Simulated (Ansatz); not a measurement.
Question: Name a neutral molecule of Al, C, O, Se and H with size of the dipole moment (PBE/def2-TZVPP) between 0.60 and 0.90 D and HOMO energy (B3LYP/def2-TZVPP) between -7.00 and -6.70 eV (Ansatz, PBE0-D4/def2-TZVP geometry).

Answer: `[CH3][Al]([OH])[SeH]` (0.65 D, -6.94 eV). Other molecules can fit too; these were computed, each in one conformer that needn't be the lowest.

B3LYP here is the variant with VWN-RPA as its local correlation; programs differ in this.
